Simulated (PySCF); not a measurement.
The vertical singlet excitations below were computed for one of the candidates. Theory: TDDFT wB97X-D/def2-SVPD, vertical, gas phase, core orbitals frozen in the response in PySCF. Geometries: GFN2-xTB, one conformer each.

```
state  E (eV)       f   main configurations (H = HOMO, L = LUMO)
   S1    4.39  0.0002                                  H→L (90%)
   S2    6.76   0.050                                H-1→L (88%)
   S3    7.15   0.051    H-1→L+1 (54%), H-2→L (22%), H→L+1 (13%)
   S4    7.24   0.101    H-2→L (65%), H-1→L+1 (12%), H→L+1 (10%)
   S5    7.58   0.033  H-2→L+1 (39%), H→L+1 (30%), H-3→L+1 (12%)
   S6    7.80   0.019      H→L+3 (29%), H→L+7 (23%), H→L+5 (10%)
   S7    8.00   0.048      H→L+3 (45%), H→L+4 (12%), H→L+7 (10%)
   S8    8.24   0.015    H→L+7 (22%), H-1→L+2 (17%), H→L+2 (15%)
```

Task: Which candidate is it?
A. `O=C[C@H]1[C@H](C1)O[SiH3]`
B. `C1=C[C@@H]2C[C@@H]2C1`
C. `FCCCC#C[SiH3]`

Result: A. Its S1, at 4.39 eV, is the lowest among the candidates; the nearest of the others has S1 at 6.11 eV. S1 is HOMO→LUMO (90%). S1 has the pattern of n→π* at C=O. At the same level the other candidates give, for their lowest levels:
- `C1=C[C@@H]2C[C@@H]2C1`: 6.45 eV (f 0.142); 6.93 eV (f 0.013); 7.42 eV (f 0.018); 7.63 eV (f 0.021); 7.74 eV (f 0.004); T1 4.26 eV; HOMO -8.44, LUMO 2.24 eV
- `FCCCC#C[SiH3]`: 6.11 eV (f 0.000); 6.36 eV (f 0.001); 6.37 eV (f 0.001); 7.46 eV (f 0.008); 7.52 eV (f 0.014); T1 5.17 eV; HOMO -9.64, LUMO 1.90 eV

Shape of the structure used: `[O:1]=[CH:2][C@@H:3]1[CH2:4][C@@H:5]1[O:6][SiH3:7]`: O1–C2–C3–C4 -148°, C4–C5–O6–Si7 88°.
Triplets come from the Tamm–Dancoff approximation.
